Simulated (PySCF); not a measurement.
## BiBr3 at several levels of theory

Computed with PySCF 2.14.0 (density fitting, no spin-orbit coupling) at the geometry relaxed with BP86:

```xyz
4
BiBr3 (singlet)
Bi    0.0000    0.0000    0.7888
Br    2.3592    0.0000   -0.4003
Br   -1.1796    2.0431   -0.4003
Br   -1.1796   -2.0431   -0.4003
```

| level | basis | state | HOMO (eV) | gap (eV) | charge on Bi1 (e) | dipole about the centre of mass (D) | largest force component (eV/Å) |
| --- | --- | --- | --- | --- | --- | --- | --- |
| BP86 | Bi def2-SVP with ECP60, Br def2-SVP | singlet | -7.10 | 3.36 | 0.76 | 3.25 | 0.02 |
| TPSS | the same | singlet | -7.15 | 3.55 | 0.83 | 3.43 | 0.08 |
| revPBE | the same | singlet | -6.94 | 3.42 | 0.80 | 3.33 | 0.15 |
| HF | the same | singlet | -10.55 | 10.43 | 1.14 | 4.19 | 0.34 |
| B3LYP | the same | singlet | -7.88 | 4.74 | 0.84 | 3.48 | 0.03 |
| BP86 | Bi def2-TZVP with ECP60, Br def2-TZVP | singlet | -7.29 | 3.44 | 0.85 | 3.20 | 0.25 |

Charges are Mulliken's, which hang on the basis. The relaxation used the grid (50, 194), these runs (75, 302) or, all-electron (x2c bases, spin-free X2C Hamiltonian), (99, 590).

What does BP86 with Bi x2c-SVPall, Br x2c-SVPall give here?

state singlet, HOMO (eV) -7.04, gap (eV) 3.32, charge on Bi1 (e) 0.75, dipole about the centre of mass (D) 3.17, largest force component (eV/Å) 0.65. Time: 34 s on 2 threads of Intel(R) Xeon(R) Platinum 8488C (Sapphire Rapids), with other jobs on the host, from free ions and atoms.

In the first row's basis the gap widens with exact exchange: 3.4 to 3.5 eV for BP86, revPBE, TPSS (none); 4.7 eV for B3LYP (a fixed share); 10.4 eV for Hartree–Fock (rising or full at long range).
